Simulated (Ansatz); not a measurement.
HClO (SMILES OCl), singlet, geometry from GFN2-xTB; CCSD(T)/aug-cc-pVDZ in Ansatz (a first-principles code).

The Ansatz input:
Ansatz 0.2 input:
```yaml
crystal:
  periodic: [false, false, false]
  atoms:
    - {symbol: O, position_ang: [-0.00874070, 1.09829644, 0.01643599]}
    - {symbol: H, position_ang: [-0.94458229, 1.33506531, 0.00439258]}
    - {symbol: Cl, position_ang: [0.05967693, -0.59537863, -0.00799297]}
basis:
  gaussian:
    orbitals: aug-cc-pVDZ
magnetization: {spin_polarized: false}
correlation: {method: ccsd_t, electrons: outside_noble_gas}
accuracy: high
```

The log (banner, timings and long lists left out):

```
Functional definition: HF
1121 factors; integrals over basis functions are off by at most 4.1e-9 eV
mean field evaluation 1: about -14554.1064 eV, gradient 2.2e1 eV
mean field evaluation 2: about -14554.1076 eV, gradient 2.2e1 eV
mean field evaluation 4: about -14554.9999 eV, gradient 2.6e0 eV
mean field evaluation 8: about -14555.0160 eV, gradient 4.9e-5 eV
mean field evaluation 16: about -14554.9984 eV, gradient 2.6e0 eV
mean field -14555.01596838 eV, -534.8869710940 hartree, gradient 2.8e-8 eV, S^2 0.000000; 0 other end points of the search recorded, 0 dependent functions left out
6 core orbitals not correlated
reference -14555.01596838 eV, -534.8869710940 hartree; 7, 7 occupied and 46, 46 virtual orbitals, 1121 factors
second order -9.70060797 eV of doubles, -0.00000000 eV of singles
cycle   1  -9.87833092 eV  change   -1.8e-1 eV  update   7.2e-2
cycle   2  -10.13112994 eV  change   -2.5e-1 eV  update   2.2e-2
cycle   3  -10.19205285 eV  change   -6.1e-2 eV  update   1.0e-2
cycle   4  -10.18861890 eV  change    3.4e-3 eV  update   2.3e-3
cycle   5  -10.18912410 eV  change   -5.1e-4 eV  update   1.0e-3
cycle   6  -10.18934611 eV  change   -2.2e-4 eV  update   3.8e-4
cycle   7  -10.18925893 eV  change    8.7e-5 eV  update   1.6e-4
cycle   8  -10.18927624 eV  change   -1.7e-5 eV  update   7.0e-5
cycle   9  -10.18927786 eV  change   -1.6e-6 eV  update   3.2e-5
cycle  10  -10.18925926 eV  change    1.9e-5 eV  update   1.5e-5
cycle  11  -10.18926862 eV  change   -9.4e-6 eV  update   6.1e-6
cycle  12  -10.18926922 eV  change   -6.0e-7 eV  update   2.2e-6
cycle  13  -10.18927124 eV  change   -2.0e-6 eV  update   8.8e-7
cycle  14  -10.18927134 eV  change   -9.8e-8 eV  update   2.8e-7
cycle  15  -10.18927143 eV  change   -9.2e-8 eV  update   9.9e-8
cycle  16  -10.18927134 eV  change    9.2e-8 eV  update   4.0e-8
cycle  17  -10.18927133 eV  change    6.7e-9 eV  update   2.3e-8
cycle  18  -10.18927145 eV  change   -1.2e-7 eV  update   9.2e-8
cycle  19  -10.18927142 eV  change    2.6e-8 eV  update   2.4e-8
cycle  20  -10.18927142 eV  change    1.7e-9 eV  update   7.8e-9
cycle  21  -10.18927142 eV  change    2.3e-9 eV  update   3.0e-9
cycle  22  -10.18927142 eV  change   5.3e-10 eV  update   1.2e-9
perturbative correction -0.31273726 eV, -0.0114928823 hartree
Total energy: -14565.51797706 eV, -535.2729127943 hartree
```
